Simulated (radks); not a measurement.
Results of a calculation; reference values are marked as such.
Problem. Isoelectronic series with 10 electrons, all held in the configuration [Ne], which need not be the ground one along the series. Level of theory: Dirac Kohn-Sham, PBE, spin-unpolarised, spherical densities, finite nucleus; Fermi nuclear charge, rms radius of each element as measured or else 0.836 A^(1/3) + 0.57 fm (a radial shooting solver on a logarithmic mesh with Libxc functionals). Total energies (hartree) and mean radii <r> (bohr):

ion,E (hartree),2p3/2,2p1/2,2s1/2,1s1/2
Ne,-129.01345,0.9826,0.9795,0.8969,0.1579
Al3+,-240.72130,0.5981,0.5959,0.6229,0.1202
S6+,-388.89446,0.4363,0.4341,0.4742,0.09684
K9+,-573.66437,0.3444,0.3421,0.3822,0.08100
Ti12+,-795.26103,0.2847,0.2822,0.3198,0.06954
Mn15+,-1053.97828,0.2428,0.2400,0.2746,0.06086
Ni18+,-1350.16822,0.2116,0.2085,0.2404,0.05405
Se24+,-2056.66697,0.1683,0.1647,0.1919,0.04405
Rb27+,-2467.98313,0.1526,0.1488,0.1740,0.04026
Zr30+,-2918.79204,0.1396,0.1355,0.1590,0.03703
Tc33+,-3409.76842,0.1286,0.1242,0.1462,0.03425
Pd36+,-3941.66942,0.1192,0.1145,0.1352,0.03182
In39+,-4515.33833,0.1110,0.1060,0.1256,0.02969
Te42+,-5131.70707,0.1039,0.09860,0.1171,0.02779
Cs45+,-5791.8236,0.09756,0.09200,0.1095,0.02608
Ce48+,-6496.8377,0.09195,0.08608,0.1027,0.02455
Pm51+,-7248.0303,0.08693,0.08075,0.09663,0.02316
Gd54+,-8046.7957,0.08241,0.07591,0.09108,0.02189
Ho57+,-8894.7855,0.07831,0.07149,0.08601,0.02072

Estimate the row of Ga21+.

Solution. E (hartree) -1684.24055; 2p3/2 0.1875; 2p1/2 0.1842; 2s1/2 0.2136; 1s1/2 0.04856.
